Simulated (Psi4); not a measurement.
H4ClNO2Sn, singlet, at a GFN2-xTB geometry (such geometries of metal compounds can be far from the true shape) (core potentials on Sn); PBE0/def2-TZVPD (Psi4).

Psi4 was given this input:
```
memory 2 GB

molecule mol {
0 1
N     2.027933   -0.457896   -0.363013
Sn    0.085249    0.036612   -0.190548
O    -0.172537    1.928661   -0.503446
O    -1.006535   -0.788003   -1.555654
Cl   -0.723496   -0.474765    1.862240
H     2.252513   -1.273811    0.196443
H     2.241474   -0.703400   -1.324839
H     0.461444    2.505215   -0.077554
H    -1.681417   -0.207582   -1.910839
}

set {
  basis def2-tzvpd
  reference rks
}

energy('pbe0')
print_variables()
```

Question: Predict the main parts of the log of this Psi4 run.

Answer: 
```
   => Loading Basis Set <=

    Name: DEF2-TZVPD
    Role: ORBITAL
    Keyword: BASIS

    !!!  WARNING: ECP capability is in beta. Please check occupations closely.  !!!

         ---------------------------------------------------------
                                   SCF
               by Justin Turney, Rob Parrish, Andy Simmonett
                          and Daniel G. A. Smith
                              RKS Reference
         ---------------------------------------------------------

  ==> Geometry <==

    Molecular point group: c1
    Full point group: C1

    Geometry (in Angstrom), charge = 0, multiplicity = 1:

       Center              X                  Y                   Z               Mass
    ------------   -----------------  -----------------  -----------------  -----------------
         N            2.038867899660    -0.457620625744    -0.368448298717    14.003074004430
         SN           0.096183899660     0.036887374256    -0.195983298717   119.902201630000
         O           -0.161602100340     1.928936374256    -0.508881298717    15.994914619570
         O           -0.995600100340    -0.787727625744    -1.561089298717    15.994914619570
         CL          -0.712561100340    -0.474489625744     1.856804701283    34.968852682000
         H            2.263447899660    -1.273535625744     0.191007701283     1.007825032230
         H            2.252408899660    -0.703124625744    -1.330274298717     1.007825032230
         H            0.472378899660     2.505490374256    -0.082989298717     1.007825032230
         H           -1.670482100340    -0.207306625744    -1.916274298717     1.007825032230

  Running in c1 symmetry.

  Rotational constants: A =      0.09509  B =      0.06127  C =      0.05810 [cm^-1]
  Rotational constants: A =   2850.74207  B =   1836.67986  C =   1741.83970 [MHz]
  Nuclear repulsion =  367.382485515661642

  Charge       = 0
  Multiplicity = 1
  Electrons    = 66
  Nalpha       = 33
  Nbeta        = 33

  ==> Algorithm <==

  SCF Algorithm Type is DF.
  DIIS enabled.
  MOM disabled.
  Fractional occupation disabled.
  Guess Type is SAD.
  Energy threshold   = 1.00e-06
  Density threshold  = 1.00e-06
  Integral threshold = 1.00e-12

  ==> Primary Basis <==

  Basis Set: DEF2-TZVPD
    Blend: DEF2-TZVPD
    Number of shells: 95
    Number of basis functions: 255
    Number of Cartesian functions: 289
    Spherical Harmonics?: true
    Max angular momentum: 3

  Core potential: DEF2-TZVPD
    Number of shells: 4
    Number of ECP primitives: 18
    Number of ECP core electrons: 28
    Max angular momentum: 3

  ==> DFT Potential <==

   => LibXC <=

    Version 7.1.2
    S. Lehtola, C. Steigemann, M. J. T. Oliveira, and M. A. L. Marques,  SoftwareX 7, 1–5 (2018) (10.1016/j.softx.2017.11.002)

   => Composite Functional: PBE0 <=

    PBE0 Hyb-GGA Exchange-Correlation Functional

    C. Adamo and V. Barone,  J. Chem. Phys. 110, 6158 (1999) (10.1063/1.478522)
    M. Ernzerhof and G. E. Scuseria,  J. Chem. Phys. 110, 5029 (1999) (10.1063/1.478401)

    Deriv               =              1
    GGA                 =           TRUE
    Meta                =          FALSE

    Exchange Hybrid     =           TRUE
    MP2 Hybrid          =          FALSE

   => Exchange Functionals <=

    0.7500   Perdew, Burke & Ernzerhof

   => Exact (HF) Exchange <=

    0.2500               HF

   => Correlation Functionals <=

    1.0000   Perdew, Burke & Ernzerhof

   => LibXC Density Thresholds  <==

    XC_HYB_GGA_XC_PBEH:  1.00E-15

   => Molecular Quadrature <=

    Radial Scheme          =       TREUTLER
    Pruning Scheme         =           NONE
    Nuclear Scheme         =       TREUTLER

    Blocking Scheme        =         OCTREE
    BS radius alpha        =              1
    Pruning alpha          =              1
    Radial Points          =             75
    Spherical Points       =            302
    Total Points           =         195396
[...]

    J tasked:                   Yes
    K tasked:                   Yes
    wK tasked:                   No
    Algorithm:                 Core
    Schwarz Cutoff:           1E-12
    Mask sparsity (%):       3.7155
    Fitting Condition:        1E-10

   => Auxiliary Basis Set <=

  Basis Set: (DEF2-TZVPD AUX)
    Blend: DEF2-UNIVERSAL-JKFIT
    Number of shells: 183
    Number of basis functions: 649
    Number of Cartesian functions: 823
    Spherical Harmonics?: true
    Max angular momentum: 5

  Minimum eigenvalue in the overlap matrix is 1.5536427302E-04.
  Reciprocal condition number of the overlap matrix is 1.5857867163E-05.
    Using symmetric orthogonalization.

  ==> Pre-Iterations <==

  SCF Guess: Superposition of Atomic Densities via on-the-fly atomic UHF (no occupation information).

   -------------------------
    Irrep   Nso     Nmo
   -------------------------
     A        255     255
   -------------------------
    Total     255     255
   -------------------------

  ==> Iterations <==

                           Total Energy        Delta E     RMS |[F,P]|

   @DF-RKS iter SAD:  -880.06517320415583   -8.80065e+02   0.00000e+00
   @DF-RKS iter   1:  -881.12595012232157   -1.06078e+00   5.62715e-03 ADIIS/DIIS
   @DF-RKS iter   2:  -879.64743173579018    1.47852e+00   8.83689e-03 ADIIS/DIIS
   @DF-RKS iter   3:  -881.91403381140356   -2.26660e+00   1.14309e-03 ADIIS/DIIS
   @DF-RKS iter   4:  -881.93587837972734   -2.18446e-02   5.99981e-04 ADIIS/DIIS
   @DF-RKS iter   5:  -881.94349134527897   -7.61297e-03   2.18688e-04 ADIIS/DIIS
   @DF-RKS iter   6:  -881.94478400155833   -1.29266e-03   3.67574e-05 DIIS
   @DF-RKS iter   7:  -881.94481704142288   -3.30399e-05   1.47907e-05 DIIS
   @DF-RKS iter   8:  -881.94482327058483   -6.22916e-06   2.45638e-06 DIIS
   @DF-RKS iter   9:  -881.94482341367313   -1.43088e-07   1.03624e-06 DIIS
   @DF-RKS iter  10:  -881.94482343296625   -1.92931e-08   5.40618e-07 DIIS
  Energy and wave function converged.

  ==> Post-Iterations <==

   Electrons on quadrature grid:
      Ntotal   =   66.0000111829 ; deviation = 1.118e-05

    Orbital Energies [Eh]
    ---------------------

    Doubly Occupied:

[...]
    Virtual:

[...]
    Final Occupation by Irrep:
              A
    DOCC [    33 ]
    NA   [    33 ]
    NB   [    33 ]

  @DF-RKS Final Energy:  -881.94482343296625

   => Energetics <=

    Nuclear Repulsion Energy =            367.3824855156616422
    One-Electron Energy =               -2028.9647079598250912
    Two-Electron Energy =                 834.0242113770101469
    DFT Exchange-Correlation Energy =     -54.3868123658127871
    Empirical Dispersion Energy =           0.0000000000000000
    VV10 Nonlocal Energy =                  0.0000000000000000
    Total Energy =                       -881.9448234329662455

Computation Completed

Properties will be evaluated at   0.000000,   0.000000,   0.000000 [a0]

Properties computed using the SCF density matrix

 Multipole Moments:

 ------------------------------------------------------------------------------------
     Multipole            Electronic (a.u.)      Nuclear  (a.u.)        Total (a.u.)
 ------------------------------------------------------------------------------------

 L = 1.  Multiply by 2.5417464519 to convert [e a0] to [Debye]
 Dipole X            :          3.7627336           -3.1469262            0.6158074
 Dipole Y            :          1.9021361           -1.9028641           -0.0007280
 Dipole Z            :         -9.6304106            9.4044380           -0.2259726
 Magnitude           :                                                    0.6559595

 ------------------------------------------------------------------------------------

  Variable Map:
  ----------------------------------------------------------------------------
[...]
  Array Variable Map:
  ----------------------------------------------------------------------------
[...]
[...]
```
